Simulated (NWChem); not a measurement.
C$_{2}$H$_{4}$FNSi; SMILES N#CC[SiH2]F

```xyz
9

N      0.6921    -2.5337    -0.2522
C      0.0065    -1.6670     0.0938
C     -0.8350    -0.5580     0.4952
Si    -0.3685     1.0885    -0.3111
F      1.0689     1.5587     0.2739
H     -0.7974    -0.4365     1.5909
H     -1.8846    -0.7783     0.2326
H     -1.3893     2.0964     0.0815
H     -0.2632     0.9372    -1.7840
```
Atoms are numbered in this order, from 1.

Program: NWChem. Medium grid unless said otherwise, to which SCAN and Minnesota functionals are sensitive. Geometry: optimised at PBE0/def2-SVP. Hybrids' shares of exact exchange are those that their runs print; pure functionals count as 0. The functionals differ in more than this share.

```
row              share of exact exchange  orbital gap (eV)
---------------  -----------------------  ----------------
PBE/def2-SVP                        0.00              6.87
B97-D/def2-SVP                      0.00              7.03
B3LYP/def2-SVP                      0.20              8.72
PW6B95/def2-SVP                     0.28          withheld
MN15/def2-SVP                       0.44             10.36
```

### Question
Fit a straight line of the last column on the one before it, predict the withheld value, and compare with the run.

### Answer

1. Means of the 4 shown rows: x = 0.160, y = 8.245. Slope Σ(x − x̄)(y − ȳ)/Σ(x − x̄)² = 1.026/0.1312 = 7.817; intercept 6.994.
2. The shown rows scatter about the line by 0.110 (root mean square); the largest residual is +0.16, at B3LYP/def2-SVP.
3. At x = 0.28 (PW6B95/def2-SVP; inside the shown range) the line gives 9.18.
4. The run gives 9.28, +0.10 from the line, 0.9 times the scatter.
